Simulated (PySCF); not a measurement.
## ClSnN + HBr → BrSnN + HCl

Level: PBE0 in the def2-TZVP basis family, computed in PySCF with density fitting; scalar-relativistic core potentials for atoms from Rb on, none lighter, no spin–orbit coupling; open shells unrestricted.

```
species                                        state and structure  ZPE (kJ/mol)  H(298 K) − H(0) (kJ/mol)  S° (J/(mol K))
  ClSnN  singlet, C∞v, Sn–Cl 2.300 Å, Sn–N 1.821 Å; Cl–Sn–N 180.0°           8.4                      13.8           284.5
    HBr                                 singlet, C∞v, H–Br 1.421 Å          16.0                       8.7           198.5
  BrSnN  singlet, C∞v, Sn–Br 2.447 Å, Sn–N 1.822 Å; Br–Sn–N 180.0°           7.7                      14.2           295.4
    HCl                                 singlet, C∞v, H–Cl 1.279 Å          17.9                       8.7           186.6
```

Problem. Is the gas-phase reaction uphill or downhill in electronic energy at this level, and by how much?

Solution. At PBE0/def2-TZVP, ΔE = -21.7 kJ/mol, downhill. 

Problem. Add zero-point, thermal and entropy terms for 298.15 K and 1 bar.

Solution. ΔZPE = 1.2 and Δ[H(298) − H(0)] = 0.4 kJ/mol give ΔH° = -20.1 kJ/mol. ΔS° = -1.0 J/(mol K), so ΔG° = -20.1 − 298.15 × (-0.0010) = -20 kJ/mol and log₁₀K = 3.5.

Only the bonding shown was studied: isomers, or loss of a ligand pair, can lie lower.
